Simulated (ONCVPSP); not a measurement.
## How hard is this silver ONCV potential?

```json
{
  "Element": "Ag (Z = 47)",
  "Generator": "ONCVPSP 4.0.1",
  "Type": "optimised norm-conserving Vanderbilt (ONCV)",
  "Functional": "PBE",
  "Relativity": "scalar-relativistic",
  "Frozen core": "[Ar] 3d10",
  "Valence charge": "19",
  "Reference configuration": "4s2 4p6 4d10 5s1",
  "Partial waves": "4s+5s: rc 1.80 bohr, ncon 5, nbas 8, qcut 8.8 1/bohr, 2 projectors; 4p: rc 1.50 bohr, ncon 3, nbas 6, qcut 9.7 1/bohr, 2 projectors, debl 3 Ha; 4d: rc 1.50 bohr, ncon 4, nbas 8, qcut 11.7 1/bohr, local; f scattering state at 0.23 Ha: rc 1.85 bohr, ncon 3, nbas 8, qcut 6.3 1/bohr, 1 projector",
  "Local potential": "the d channel",
  "Core correction": "none"
}
```

Question: For each optimised wave give the share of its norm inside rc, the residual kinetic energy above qcut (Ha) and the cutoffs (Ha) for errors of 10, 1, 0.1 and 0.01 mHa per electron.

Answer:

```tsv
wave	norm inside rc	residual KE	10 mHa	1 mHa	0.1 mHa	0.01 mHa
4s	0.989	1.7e-07	18.4	24.7	29.5	33.1
5s	0.101	2.0e-07	11.2	21.7	27.9	32.5
4p	0.909	6.1e-07	14.3	19.0	33.4	39.6
p projector 2	0.042	1.3e-07	11.4	15.6	29.2	37.4
4d	0.644	1.0e-08	27.3	36.2	44.2	51.1
f projector 1	0.001	3.4e-07	0.6	1.7	8.1	13.8
```

The occupied waves need 36 Ha and 44 Ha for 1 and 0.1 mHa. Rows with under 1 % of the norm inside rc give no meaningful cutoff.
